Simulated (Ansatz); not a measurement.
```xyz
16

C    -1.859   -1.018   -0.522
B    -1.012   -0.211    0.506
C     0.530    0.051    0.415
C     1.210   -0.326   -0.895
C     0.906    1.468    0.855
H    -2.857   -0.590   -0.659
H    -1.395   -1.183   -1.496
H    -2.041   -2.006   -0.072
H    -1.566    0.191    1.499
H     0.906   -0.629    1.204
H     1.010   -1.363   -1.175
H     2.295   -0.203   -0.833
H     0.859    0.307   -1.715
H     0.469    1.718    1.824
H     1.992    1.585    0.931
H     0.552    2.209    0.132
```

Total charge 0; spin multiplicity 1.

Task: List the CAM-B3LYP/def2-TZVPP orbital energies in eV (Ansatz). (Best estimate.)

Result: The calculation gave: Occupied: -278.38, -278.31, -278.24, -277.93, -185.22, -23.56, -21.18, -20.64, -18.08, -14.76, -14.07, -13.61, -12.87, -12.48, -12.28, -11.98, -11.13, -10.86, -10.08, -9.49. Lowest empty: 0.37, 1.75, 2.53, 2.89, 3.01, 3.59, 3.91, 4.01.
